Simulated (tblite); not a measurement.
Run record: tight-binding relaxation, `C[O+]([GaH3-])/C=C1\CCO1`.

Computed with GFN2-xTB geometry optimisation, gas phase (tblite 0.8.0). Start geometry: from a force field or distance geometry. A driver script takes a list of jobs; this job's settings line and coordinates (Å) are shown.

Command:
```bash
OMP_NUM_THREADS=1 python probes_run.py task.json out
```

Input:
```
{"job": {"kind": "relax", "xc": "GFN2-xTB", "basis": "xTB"}, "charge": 0, "multiplicity": 1}
C     -2.075600    -1.401000    -0.569700
O     -1.289300    -0.298600    -0.147800
Ga    -1.572400     1.386400    -0.845400
C     -0.287000    -0.527600     0.810000
C      0.941100    -0.094700     0.619900
C      1.718400     0.648500    -0.397600
C      2.876000    -0.192500     0.158200
O      2.108600    -0.171600     1.374400
H     -2.817700    -1.025100    -1.329200
H     -2.659300    -1.815800     0.296900
H     -1.447800    -2.212200    -0.966700
H     -2.686800     2.120900     0.060900
H     -0.247500     2.238900    -1.040800
H     -2.214800     1.146600    -2.323300
H     -0.534500    -1.077600     1.741800
H      1.528500     0.437300    -1.439100
H      1.941600     1.710200    -0.112200
H      3.832700     0.341700     0.215700
H      2.876000    -1.204600    -0.251700
```

Output:
```
step      E/eV     max force
  0    -695.25501    2.432
  1    -695.56441    1.833
  2    -695.83149    1.015
  3    -695.92643    0.919
  4    -695.98124    0.543
  5    -696.01648    0.469
  6    -696.05220    0.400
  7    -696.08048    0.408
  8    -696.10223    0.332
  9    -696.12110    0.353
... (117 lines left out)
127    -696.51261    0.020
128    -696.51268    0.019
129    -696.51276    0.019
130    -696.51283    0.020
131    -696.51290    0.020
132    -696.51297    0.018
133    -696.51304    0.018
134    -696.51309    0.012
135    -696.51313    0.010
136    -696.51316    0.009
```

«max force» is the largest atomic force in eV/Å.

From which step on does the largest force stay under 0.1 eV/Å, and how much energy is left to gain from there?

From step 93 (0.079 eV/Å), 15.8 meV above the end.

In short: energy lowered by 29.0 kcal/mol over 136 steps; largest atomic force 0.009 eV/Å at the end.

On one thread, Arm Neoverse V2 (aarch64), no GPU (shared host), this took 0.87 s.
Labels such as C1 count atoms from 1, the log's own numbers from 0.
